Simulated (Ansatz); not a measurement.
Molecule: ZrF2, charge 0, multiplicity 3. The spin state was set by rule; other spins were not relaxed. 
Coordinates optimised at B3LYP-D3(BJ)/def2-TZVP (Ansatz, an electronic-structure program):
```
Zr
F 1 1.9247
F 1 1.9247 2 136.89
```
Charge 0, spin multiplicity 3.

Property: vertical ionisation energy (to the doublet state of charge +1; each state is the SCF solution reached for its spin), in eV. Correlated levels leave the core frozen unless marked. Open shells are spin-unrestricted. Spin-orbit coupling is left out. Frozen are the shells of the preceding noble gas and the d and f shells that filled before the atom's block. Past Kr the def2 sets carry scalar-relativistic core potentials. CBS(X,Y): correlation extrapolated as X^-3; Hartree-Fock from the larger set. [CCSD(T)-MP2]/basis is that difference in the basis named.

| level | program | vertical ionisation energy (eV) |
|---|---|---|
| PBE/def2-TZVPD | Ansatz | 7.43 |
| r2SCAN/def2-TZVPD | Ansatz | 7.50 |
| CAM-B3LYP/def2-TZVPD | Ansatz | 7.52 |
| wB97M-V/def2-TZVPD | Ansatz | 7.29 |
| MP2/def2-TZVPPD | Ansatz | 7.07 |
| RI-MP2/def2-QZVPPD | Ansatz | 7.07 |
| RI-MP2/CBS(def2-TZVPPD,def2-QZVPPD)+[CCSD(T)-MP2]/def2-TZVPPD | Ansatz | 7.19 |
